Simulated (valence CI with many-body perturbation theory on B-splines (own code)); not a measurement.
E1 line list for Br⁴⁺

Level of theory: configuration interaction combined with many-body perturbation theory (CI+MBPT): three valence electrons over a frozen Dirac-Fock core [Ar] 3d10, radial functions for each j: 11 s, 11 p, 10 d, 8 f, 5 g, 2 h, with the one-electron correlation potential Σ1 (screened to all orders), the two-electron term Σ2, the three-electron term Σ3, Breit, model QED; selected single and double excitations, second order for the rest, scaled by the run's own slope (own B-spline code, finite nucleus).

Against 8 measured levels this calculation errs by 76 cm⁻¹ on average and by 221 at most. These come from a selection out of Moore, Atomic Energy Levels, vol. II, NSRDS-NBS 35 (1971 reprint of NBS Circular 467, 1952), an old analysis. Levels without a partner in it may be off by more.

Lines 151 to 200 of 589 in falling wavelength, among levels below 52.742 eV, chosen from the strongest by gf and those to the six lowest levels. Wavelengths and rates use the calculated energies, so an error of 80 cm⁻¹ moves a line at 2060 Å by 0.16 % and its rate by three times that or more. Electric multipoles are in the length gauge, E1 and E2 with the static RPA response of the core. Weak lines are less certain than strong ones. Lines between different terms over intervals too small for the method are left out, as are lines whose strength nearly cancels. Where a level lies close to another of its J and parity, the split of strength between their lines is uncertain. The highest levels of a list are the least certain.

Names give the largest LS component (configuration and term), which can be under half, so a name can repeat, a term be missing and a line seem to break the LS rules; names also repeat where a configuration has a term twice. Letters in brackets count levels of one name in rising energy.

```tsv
λ vac (Å)	Upper	Lower	A (s⁻¹)	log gf	Branch %
2060	4s.4p.5p 2D_3/2 [a]	4s.4p.5s 4P°_3/2	5.90e+07	-0.82	2.7
2052	4s2.7f 2F°_5/2 [b]	4s2.6d 2D_3/2	1.14e+08	-0.36	7.0
2014	4s.4p.5p 2S_1/2 [a]	4s.4p.5s 2P°_1/2 [a]	3.09e+08	-0.43	15.2
2000	4s.4p.5p 2D_5/2 [a]	4s.4p.4d 2P°_3/2 [a]	6.54e+07	-0.63	3.0
1986	4s.4p.5d 2D°_5/2	4s.4p.5p 2D_5/2 [a]	4.10e+07	-0.84	1.5
1885	4s2.5f 2F°_7/2	4s2.5d 2D_5/2	1.43e+09	0.79	22.4
1882	4s2.5f 2F°_5/2	4s2.5d 2D_5/2	9.56e+07	-0.52	1.4
1876	4s2.7g 2G_9/2	4s2.5f 2F°_7/2	2.80e+07	-0.83	1.4
1874	4s2.5f 2F°_5/2	4s2.5d 2D_3/2	1.34e+09	0.63	20.2
1872	4s2.7f 2F°_7/2	4s.4p.5p 2D_5/2 [a]	9.91e+07	-0.38	12.3
1865	4s2.7f 2F°_5/2 [b]	4s.4p.5p 2D_5/2 [a]	4.36e+07	-0.87	2.7
1840	4s.4p.5d 2D°_3/2	4s.4p.5p 4S_3/2	7.63e+07	-0.81	2.5
1803	4s.4p.5d 4F°_7/2	4s.4p.5p 4P_5/2	1.35e+08	-0.28	6.0
1797	4s.4p.5d 2D°_3/2	4s.4p.5p 2D_3/2 [a]	1.64e+08	-0.50	5.3
1782	4s.4p.5d 4F°_5/2	4s.4p.5p 4P_3/2	7.52e+07	-0.67	3.3
1774	4s2.7f 2F°_5/2 [a]	4s.4p.5p 2D_3/2 [a]	2.51e+08	-0.15	10.7
1729	4s.4p.5d 4D°_3/2	4s.4p.5p 4P_3/2	3.48e+08	-0.20	12.6
1725	4s.4p.5d 4P°_5/2	4s.4p.5p 4S_3/2	2.25e+08	-0.22	8.3
1724	4s.4p.5d 2D°_5/2	4s.4p.5p 4P_3/2	1.66e+08	-0.35	6.1
1701	4s.4p.5d 4F°_3/2	4s.4p.5p 2P_1/2 [a]	1.02e+08	-0.75	4.6
1695	4s2.7f 2F°_5/2 [b]	4s.4p.5p 4P_5/2	6.62e+07	-0.77	4.1
1687	4s.4p.5d 4P°_5/2	4s.4p.5p 2D_3/2 [a]	4.48e+08	0.06	16.6
1681	4s.4p.5d 4F°_5/2	4s.4p.5p 2P_3/2 [a]	5.85e+08	0.17	25.6
1678	4s.4p.5d 4D°_1/2	4s.4p.5p 4P_1/2	1.23e+09	0.02	43.4
1676	4s.4p.5d 4D°_7/2	4s.4p.5p 4P_5/2	9.62e+08	0.51	39.5
1675	4s.4p.5d 2D°_3/2	4s.4p.5p 4P_3/2	9.13e+07	-0.81	3.0
1674	4s.4p.5d 4D°_3/2	4s.4p.5p 4P_1/2	4.51e+08	-0.12	16.3
1667	4s2.5d 2D_3/2	4s2.5p 2P°_3/2	2.79e+08	-0.33	9.9
1660	4s2.5d 2D_5/2	4s2.5p 2P°_3/2	1.69e+09	0.62	63.9
1655	4s2.7f 2F°_5/2 [a]	4s.4p.5p 4P_3/2	6.17e+08	0.18	26.3
1642	4s.4p.5d 4F°_7/2	4s.4p.5p 4D_5/2	1.67e+09	0.73	74.1
1639	4s.4p.5d 4D°_3/2	4s.4p.5p 4D_5/2	1.03e+08	-0.78	3.7
1637	4s.4p.5d 4P°_5/2	4s.4p.5p 4P_5/2	9.44e+08	0.36	34.9
1635	4s.4p.5d 2D°_5/2	4s.4p.5p 4D_5/2	3.64e+08	-0.06	13.5
1634	4s.4p.5d 4D°_7/2	4s.4p.5p 4D_7/2	6.73e+08	0.33	27.7
1633	4s.4p.5d 4D°_3/2	4s.4p.5p 2P_1/2 [a]	3.58e+08	-0.24	12.9
1632	4s2.7f 2F°_5/2 [b]	4s.4p.5p 4P_3/2	2.98e+08	-0.15	18.3
1630	4s.4p.5d 4F°_3/2	4s.4p.5p 4D_3/2	2.27e+08	-0.44	10.2
1630	4s.4p.5d 4F°_9/2	4s.4p.5p 4D_7/2	1.93e+09	0.88	98.5
1629	4s.4p.5d 2D°_5/2	4s.4p.5p 2P_3/2 [a]	7.18e+08	0.23	26.6
1623	4s.4p.5d 2D°_3/2	4s.4p.5p 4P_1/2	2.79e+08	-0.36	9.1
1619	4s2.5d 2D_3/2	4s2.5p 2P°_1/2	1.48e+09	0.37	52.3
1611	4s.4p.5d 4F°_5/2	4s.4p.5p 4D_3/2	1.11e+09	0.42	48.8
1597	4s.4p.5d 4P°_5/2	4s.4p.5p 4D_7/2	8.43e+07	-0.71	3.1
1584	4s.4p.5d 4F°_3/2	4s.4p.5p 4D_1/2	1.47e+09	0.34	65.6
1584	4s.4p.5d 2D°_3/2	4s.4p.5p 2P_1/2 [a]	9.47e+08	0.15	30.7
1576	4s.4p.5p 2P_3/2 [a]	4s.4p.4d 2D°_5/2 [a]	1.13e+08	-0.77	4.7
1572	4s2.7f 2F°_5/2 [a]	4s.4p.5p 4D_5/2	1.21e+08	-0.57	5.2
1570	4s.4p.5p 2D_5/2 [a]	4s.4p.4d 2F°_7/2 [a]	5.39e+08	0.08	24.5
1567	4s.4p.5d 4D°_3/2	4s.4p.5p 4D_3/2	2.98e+08	-0.36	10.8
```
